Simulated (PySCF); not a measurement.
C4H2BrCl, SMILES C#C/C=C(/Cl)Br.

Geometry: r2SCAN-D4/def2-SVP. The structure was generated by enumeration; whether it is a known compound was not checked.

These are TDDFT-LC-ωPBE/def2-SVPD in PySCF 2.14.0 values and carry that method's errors.

Vertical excitations. Isolated molecule, no solvent. State labels are in the subgroup Cs.

Computed UV-visible absorptions:
```
state  symmetry  energy (eV)  λ (nm)      f                                                                 main pairs
-----  --------  -----------  ------  -----  -------------------------------------------------------------------------
S1           A'         5.25     236  0.375                                                             HOMO→LUMO 90 %
S2           A"         5.38     230  0.000                                         HOMO−1→LUMO 68 %, HOMO−2→LUMO 17 %
S3           A"         5.66     219  0.000                                                           HOMO→LUMO+1 66 %
S4           A"         6.13     202  0.000    HOMO→LUMO+2 38 %, HOMO→LUMO+4 15 %, HOMO−3→LUMO+1 10 %, HOMO→LUMO+7 9 %
S5           A'         6.57     189  0.008                                     HOMO−2→LUMO+1 43 %, HOMO−1→LUMO+1 35 %
S6           A"         6.60     188  0.000                                         HOMO−2→LUMO 77 %, HOMO−1→LUMO 20 %
S7           A'         6.88     180  0.096                                         HOMO−3→LUMO 49 %, HOMO−4→LUMO 14 %
S8           A"         7.04     176  0.000  HOMO→LUMO+8 14 %, HOMO−4→LUMO+2 11 %, HOMO→LUMO+3 11 %, HOMO−4→LUMO+1 9 %
S9           A'         7.43     167  0.161                                         HOMO−3→LUMO 40 %, HOMO−4→LUMO 34 %
S10          A"         7.44     167  0.002                      HOMO−3→LUMO+1 43 %, HOMO→LUMO+2 14 %, HOMO−5→LUMO 9 %
T1           A'         2.93     423      0                                                             HOMO→LUMO 90 %
T2           A"         4.91     253      0                       HOMO−1→LUMO 46 %, HOMO−2→LUMO 14 %, HOMO→LUMO+1 13 %
T3           A'         5.15     241      0   HOMO−4→LUMO 17 %, HOMO−1→LUMO+2 11 %, HOMO−1→LUMO+7 9 %, HOMO−3→LUMO 8 %
T4           A"         5.19     239      0                     HOMO→LUMO+1 53 %, HOMO−1→LUMO 14 %, HOMO−3→LUMO+1 11 %
```
Triplets are in the Tamm–Dancoff approximation, which puts them higher than full response would, so one can lie above its singlet here.
